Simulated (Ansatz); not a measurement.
Relaxation of ClGaH₅NO (9 atoms, charge 0, multiplicity 1), to a largest force component of 0.03 eV/Å in at most 50 steps.

Level of theory: Ansatz, RKS PBE0/def2-SVP.

```xyz
9
Properties=species:S:1:pos:R:3
Ga -0.010 0.251 0.141
N 0.062 0.081 2.028
H -0.781 0.305 2.549
H 0.875 0.477 2.493
Cl 1.885 0.848 -0.687
H -1.299 0.068 -0.704
O 0.427 -2.641 0.696
H -0.438 -3.064 0.665
H 0.387 -2.092 1.516
```

Task: Where does it end, and by what steps?

Result: The forces met the threshold. After 9 steps the energy has fallen by 0.438 eV; O7 moved furthest, 0.49 Å. Joined: Ga1–O7 (2.98 → 2.13 Å).

| step | energy less start (eV) | largest force component (eV/Å) | accepted |
| --- | --- | --- | --- |
| 0 | 0.0000 | 1.200 | yes |
| 1 | -0.1502 | 0.899 | yes |
| 2 | -0.3256 | 0.986 | yes |
| 3 | -0.3950 | 1.099 | yes |
| 4 | -0.4268 | 0.482 | yes |
| 5 | -0.4336 | 0.282 | yes |
| 6 | -0.4366 | 0.074 | yes |
| 7 | -0.4373 | 0.037 | yes |
| 8 | -0.4375 | 0.032 | yes |
| 9 | -0.4376 | 0.022 | yes |

```xyz
9
Properties=species:S:1:pos:R:3
Ga 0.017 -0.111 0.211
N 0.058 -0.049 2.095
H -0.776 0.297 2.564
H 0.858 0.438 2.495
Cl 1.864 0.571 -0.701
H -1.309 -0.107 -0.610
O 0.400 -2.160 0.626
H -0.304 -2.797 0.450
H 0.302 -1.848 1.567
```

Whether the end is a true minimum wasn't checked by a vibrational analysis.

The run took 37 s on 2 threads of Arm Neoverse V1 (shared host), peak memory 0.24 GiB.
